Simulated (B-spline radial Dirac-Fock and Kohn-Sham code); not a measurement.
Model: relativistic Hartree-Fock (Dirac-Fock) wave functions, averaged over the configuration. Program: a radial B-spline solver.

**Question.** This computed X-ray form factor belongs to an atom or ion in its tabulated ground configuration. Which?

| sin θ/λ (Å⁻¹) | f₀ |
| --- | --- |
| 0.04 | 2.975 |
| 0.06 | 2.945 |
| 0.19 | 2.551 |
| 0.25 | 2.326 |
| 0.31 | 2.121 |
| 0.39 | 1.899 |
| 0.78 | 1.353 |
| 1.99 | 0.376 |
| 5.04 | 0.024 |

**Answer.** C³⁺, with 3 electrons in [He] 2s1. f₀ tends to the number of electrons as s goes to zero, which the first rows give only roughly, and the rate of fall reflects the nuclear charge, 6.

**Question.** This computed X-ray form factor belongs to an atom or ion in its tabulated ground configuration. Which?

| sin θ/λ (Å⁻¹) | f₀ |
| --- | --- |
| 0.05 | 3.998 |
| 0.4 | 3.893 |
| 0.45 | 3.865 |
| 0.6 | 3.766 |
| 1.1 | 3.302 |
| 1.6 | 2.763 |
| 1.8 | 2.559 |
| 2 | 2.371 |
| 5 | 1.259 |

**Answer.** Ge²⁸⁺, with 4 electrons in [He] 2s2. f₀ tends to the number of electrons as s goes to zero, which the first rows give only roughly, and the rate of fall reflects the nuclear charge, 32.

**Question.** This computed X-ray form factor belongs to an atom or ion in its tabulated ground configuration. Which?

```csv
sin θ/λ (Å⁻¹),f₀
0.1,33.855
0.2,33.426
0.4,31.814
0.45,31.280
0.7,28.103
1.2,21.310
1.8,15.271
2.5,10.593
3,8.239
```

**Answer.** Ta³⁹⁺, with 34 electrons in [Ar] 3d10 4s2 4p4. f₀ tends to the number of electrons as s goes to zero, which the first rows give only roughly, and the rate of fall reflects the nuclear charge, 73.
